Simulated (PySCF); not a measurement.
PySCF input (M06-2X/6-31G* (5d)):

```python
from pyscf import gto, dft

mol = gto.M(
    atom='''
    N     1.82882200   -0.00119700   -0.28576400
    Si    0.23462500    0.16125800    0.17722500
    N    -0.01155900    1.29884100    1.38336700
    N    -0.26444200   -1.44481100    1.08443700
    Cl   -1.02591600    0.02389800   -1.40106000
    H     2.61071200    0.24982200    0.30011800
    H     2.10001600   -0.18958400   -1.23865500
    H     0.53699000    2.14784300    1.38332500
    H    -0.89933100    1.44799400    1.84094100
    H    -1.25213000   -1.46858200    1.34564700
    H    -0.09376600   -2.25981200    0.49221900
    H     0.28358600   -1.56137900    1.93899400
    ''',
    basis='6-31g*',
    charge=1,
    spin=0,
    verbose=4,
)

mf = dft.RKS(mol, xc='m062x')
mf.grids.level = 4
mf.conv_tol = 1e-9
mf.max_cycle = 100
mf.max_memory = 1500
mf.kernel()
if not mf.converged:
    mf = mf.newton()
    mf.kernel(mf.make_rdm1())
mf.dip_moment()
```

Output:

```
PySCF version 2.14.0

[INPUT] verbose = 4
[INPUT] num. atoms = 12
[INPUT] num. electrons = 58
[INPUT] charge = 1
[INPUT] spin (= nelec alpha-beta = 2S) = 0
[INPUT] symmetry False subgroup None
[INPUT] Mole.unit = angstrom
[INPUT] Symbol           X                Y                Z      unit          X                Y                Z       unit  Magmom
[INPUT]  1 N      1.828822000000  -0.001197000000  -0.285764000000 AA    3.455972710579  -0.002262002171  -0.540015696260 Bohr   0.0
[INPUT]  2 Si     0.234625000000   0.161258000000   0.177225000000 AA    0.443376991976   0.304733455395   0.334906712426 Bohr   0.0
[INPUT]  3 N     -0.011559000000   1.298841000000   1.383367000000 AA   -0.021843344274   2.454453769356   2.614184759761 Bohr   0.0
[INPUT]  4 N     -0.264442000000  -1.444811000000   1.084437000000 AA   -0.499722955832  -2.730297091759   2.049288929345 Bohr   0.0
[INPUT]  5 Cl    -1.025916000000   0.023898000000  -1.401060000000 AA   -1.938700266809   0.045160674925  -2.647619684083 Bohr   0.0
[INPUT]  6 H      2.610712000000   0.249822000000   0.300118000000 AA    4.933530670116   0.472095159891   0.567140825052 Bohr   0.0
[INPUT]  7 H      2.100016000000  -0.189584000000  -1.238655000000 AA    3.968455097205  -0.358261837600  -2.340718712823 Bohr   0.0
[INPUT]  8 H      0.536990000000   2.147843000000   1.383325000000 AA    1.014764031630   4.058835028564   2.614105391264 Bohr   0.0
[INPUT]  9 H     -0.899331000000   1.447994000000   1.840941000000 AA   -1.699489285331   2.736312090013   3.478874301483 Bohr   0.0
[INPUT] 10 H     -1.252130000000  -1.468582000000   1.345647000000 AA   -2.366182772352  -2.775217771466   2.542904290343 Bohr   0.0
[INPUT] 11 H     -0.093766000000  -2.259812000000   0.492219000000 AA   -0.177192059796  -4.270425773006   0.930159103307 Bohr   0.0
[INPUT] 12 H      0.283586000000  -1.561379000000   1.938994000000 AA    0.535899872761  -2.950578686647   3.664167617175 Bohr   0.0

nuclear repulsion = 324.699897391241
number of shells = 48
number of NR pGTOs = 211
number of NR cGTOs = 92
basis = 6-31g*
ecp = {}

******** <class 'pyscf.dft.rks.RKS'> ********
method = RKS
initial guess = minao
damping factor = 0
level_shift factor = 0
DIIS = <class 'pyscf.scf.diis.CDIIS'>
diis_start_cycle = 1
diis_space = 8
diis_damp = 0
SCF conv_tol = 1e-09
SCF conv_tol_grad = None
SCF max_cycles = 100
direct_scf = True
direct_scf_tol = 1e-13
XC library pyscf.dft.libxc version 7.1.2
    S. Lehtola, C. Steigemann, M. J. T. Oliveira, and M. A. L. Marques,  SoftwareX 7, 1–5 (2018)
XC functionals = m062x
    Y. Zhao and D. G. Truhlar,  Theor. Chem. Acc. 120, 215 (2008)
    Y. Zhao and D. G. Truhlar,  Theor. Chem. Acc. 120, 215 (2008)
radial grids:
    Treutler-Ahlrichs [JCP 102, 346 (1995); DOI:10.1063/1.469408] (M4) radial grids

becke partition: Becke, JCP 88, 2547 (1988); DOI:10.1063/1.454033
pruning grids: <function nwchem_prune>
grids dens level: 4
symmetrized grids: False
atomic radii adjust function: <function treutler_atomic_radii_adjust>
small_rho_cutoff = 0
Set gradient conv threshold to 3.16228e-05
Initial guess from minao.
tot grids = 251192
init E= -918.769210795268
  HOMO = -0.326284302879492  LUMO = 0.00194580862391591  gap/eV = 8.93160
cycle= 1 E= -917.84242777822  delta_E= 0.927  |g|= 0.471  |ddm|=    3
  HOMO = -0.477492263225347  LUMO = -0.136182494712823  gap/eV = 9.28751
cycle= 2 E= -917.865930374417  delta_E= -0.0235  |g|= 0.417  |ddm|= 0.922
  HOMO = -0.517823286688126  LUMO = -0.118028397389361  gap/eV = 10.87897
cycle= 3 E= -917.905190648696  delta_E= -0.0393  |g|= 0.0517  |ddm|= 0.383
  HOMO = -0.510446032013001  LUMO = -0.114092320983139  gap/eV = 10.78533
cycle= 4 E= -917.905709262458  delta_E= -0.000519  |g|= 0.0195  |ddm|= 0.0606
  HOMO = -0.511764314539138  LUMO = -0.113260600295413  gap/eV = 10.84384
cycle= 5 E= -917.905810135659  delta_E= -0.000101  |g|= 0.00297  |ddm|= 0.0249
  HOMO = -0.511397662217338  LUMO = -0.113225959934487  gap/eV = 10.83480
cycle= 6 E= -917.905812638839  delta_E= -2.5e-06  |g|= 0.000635  |ddm|= 0.00388
  HOMO = -0.511468089314053  LUMO = -0.11326152470714  gap/eV = 10.83575
cycle= 7 E= -917.905812781204  delta_E= -1.42e-07  |g|= 0.000165  |ddm|= 0.00122
  HOMO = -0.511463050383473  LUMO = -0.113257188732361  gap/eV = 10.83573
cycle= 8 E= -917.905812789381  delta_E= -8.18e-09  |g|= 5.74e-05  |ddm|= 0.000276
  HOMO = -0.511456420753143  LUMO = -0.113252533660425  gap/eV = 10.83568
cycle= 9 E= -917.905812790252  delta_E= -8.71e-10  |g|= 1.94e-05  |ddm|= 7.61e-05
  HOMO = -0.511461039664036  LUMO = -0.11325438683531  gap/eV = 10.83575
Extra cycle  E= -917.905812790271  delta_E= -1.93e-11  |g|= 1.99e-05  |ddm|= 3.46e-05
converged SCF energy = -917.905812790271

WARN: System has nonzero charge 1; the dipole moment is origin-dependent.
Location of origin: [0. 0. 0.]

Dipole moment(X, Y, Z, Debye):  1.27296, -2.81592,  4.78302
```

The dipole moment of an ion depends on the origin.

The geometry given is a B3LYP-D3(BJ)/def2-TZVP minimum.
